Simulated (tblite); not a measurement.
C7H10N (doublet state).
Structure used (GFN2-xTB), in Å, numbered top down from 1:
```
atom  x, y, z in Å
C1     2.3186    1.8479   -0.9210
C2     1.4387    1.0458   -0.8003
C3     0.3681    0.0784   -0.6594
C4     0.8782   -1.3683   -0.5267
C5    -0.1684   -1.9973    0.3075
C6    -1.0408   -0.9607    0.8936
N7    -0.3833    0.2942    0.5764
C8    -1.2503    1.4419    0.5483
H9     3.0931    2.5476   -1.0258
H10   -0.2929    0.1583   -1.5473
H11    1.8550   -1.3742   -0.0213
H12    1.0179   -1.8529   -1.4974
H13   -0.2009   -3.0356    0.5681
H14   -2.0661   -1.0079    0.4618
H15   -1.1581   -1.0578    1.9820
H16   -2.0416    1.3636   -0.2180
H17   -0.6536    2.3303    0.3437
H18   -1.7223    1.5530    1.5240
```

Computed values, GFN2-xTB/tblite, gas phase, harmonic and unscaled. Errors from tens to a few hundred cm⁻¹ against measured bands are possible. One conformer, not necessarily the lowest. Open shells enter through the occupations alone, without spin polarisation, and single modes of such species can be off by tens of per cent.

Harmonic wavenumbers (cm⁻¹): 84.4, 126.8, 151.7, 200.9, 226.2, 260.3, 314.9, 330.6, 443.8, 492.1, 542.4, 650.1, 661.2, 674.5, 823.4, 914.0, 939.7, 971.1, 1011.0, 1058.4, 1071.4, 1073.7, 1091.4, 1115.5, 1146.0, 1197.2, 1227.0, 1240.3, 1268.8, 1296.0, 1309.9, 1310.6, 1415.3, 1450.8, 1458.3, 1488.8, 1492.3, 2289.2, 2663.5, 2733.0, 2815.7, 2846.4, 2867.9, 2935.6, 3010.7, 3015.7, 3162.5, 3395.4.

A = 3251, B = 1890, C = 1275 MHz; mass 108.081 u (most abundant isotopes); point group C1, symmetry number 1; spin multiplicity 2.

Zero-point energy?

Half the sum of the wavenumbers: 32133 cm⁻¹ = 384.40 kJ/mol.

Give the ideal-gas entropy at 298.15 K and 1 bar in the rigid-rotor, harmonic-oscillator model (classical rotation).

Translation 167.26, rotation 117.60, vibration 92.69, spin (R ln 2) 5.76: S = 383.3 J/(mol K).

And Cp and H(298.15 K) − H(0)?

Cp = 144.54 J/(mol K), of which vibrations give 111.28 (their classical limit is 48 R = 399.1); H(298.15 K) − H(0) = 25.75 kJ/mol without the zero-point energy, 15.83 from vibrations.

How do the functions run with temperature in this model?

```tsv
T (K)	S (J/(mol K))	Cp (J/(mol K))	H − H(0) (kJ/mol)	G − H(0) (kJ/mol)	ln q(vib)
100	274.5	68.4	4.69	-22.76	0.79
200	333.9	106.3	13.47	-53.31	2.70
300	384.2	145.3	26.02	-89.25	4.80
500	476.4	218.6	62.72	-175.46	9.18
800	596.3	291.0	140.12	-336.91	15.75
1000	664.8	322.5	201.64	-463.16	19.91
```

q(vib) and H(0) count from the zero-point level.

Which modes carry the vibrational entropy at 298.15 K?

84.4 cm⁻¹: 15.84; 126.8 cm⁻¹: 12.53; 151.7 cm⁻¹: 11.09; 200.9 cm⁻¹: 8.89; 226.2 cm⁻¹: 7.99; 260.3 cm⁻¹: 6.94 J/(mol K); the other 42 give 29.41 together.

Hindered rotation and anharmonicity are outside this model. Other conformers, if any are populated, would add a mixing term that is left out. The structure is chiral; the term R ln 2 for an equal mix with its mirror image is left out.
